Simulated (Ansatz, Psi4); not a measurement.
Dimer: PH3 (SMILES P) (first 4 atoms) with AsH3 (SMILES [AsH3]); geometry from B3LYP-D3(BJ)/def2-TZVP, rigid monomers moved along the line of their centres of mass till P1···As5 is 3.28 Å.
(charge 0, multiplicity 1):
```xyz
8

P     -0.02369     0.12211    -0.47462
H      1.38807    -0.00196    -0.46010
H     -0.23775    -1.26422    -0.27260
H     -0.11149     0.02547    -1.88833
As     0.19654     0.35115     2.78694
H      0.29536     0.47744     4.30552
H     -1.31323     0.55139     2.80330
H      0.45419     1.83823     2.58153
```

Interaction energies are E(AB) − E(A) − E(B) at the monomers' geometry in the complex; basis-set methods are counterpoise corrected.

Frozen-core correlation. Filled d and f shells under p-block atoms count as core. CBS: X⁻³ extrapolation of the correlation energy, Hartree–Fock from the larger set.

Programs: Ansatz (a first-principles code) with Gaussian orbitals; Psi4 for SAPT. Each number belongs to the level named beside it.

### Question
Give the interaction energy at the level SAPT0/aug-cc-pVDZ.

### Answer
-0.7 kcal/mol

### Question
What is the computed interaction energy (CCSD(T)/CBS(def2-SVPD, def2-TZVPPD))?

### Answer
0.1 kcal/mol

### Question
Predict the interaction energy from wB97X-V/def2-TZVPPD.

### Answer
-0.3 kcal/mol
